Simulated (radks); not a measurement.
Effect of the nuclear size on neutral samarium, [Xe] 4f6 6s2. All-electron calculation, Dirac Kohn-Sham, PBE, spin-unpolarised, spherical densities, finite nucleus; open shells fill j = l - 1/2 first; Fermi nuclear charge, rms radius 5.0819 fm. Program: a radial shooting solver on a logarithmic mesh with Libxc functionals. The rms radius is varied about that value; shifts are against it.

rms radius (fm)  total energy shift (eV)  density at nucleus (e/bohr^3)  1s1/2 shift (meV)  2s1/2 shift (meV)  5s1/2 shift (meV)  5p1/2 shift (meV)  6s1/2 shift (meV)  4f5/2 shift (meV)  6p1/2 (empty) shift (meV)
4.1722                             -5.53                      5.588e+05              -2290               -289              -2.10              0.294             -0.085              0.458                      0.092
4.8634                             -1.40                      5.388e+05               -580              -73.5             -0.532              0.075             -0.022              0.116                      0.023
5.0819                                 0                      5.332e+05              0.000              0.000              0.000              0.000              0.000              0.000                      0.000
5.4681                              2.60                       5.24e+05               1070                136              0.983             -0.138              0.040             -0.215                     -0.043
5.7832                              4.82                       5.17e+05               1990                252               1.83             -0.256              0.074             -0.399                     -0.080

Slopes of the eigenvalues against <r^2> in GHz/fm^2, as finite differences over the two radii next to the reference (eigenvalue slopes, not the field-shift constants of lines): 1s1/2 64000, 2s1/2 8100, 5s1/2 58.6, 5p1/2 -8.22, 6s1/2 2.39, 4f5/2 -12.8, 6p1/2 (empty) -2.57.
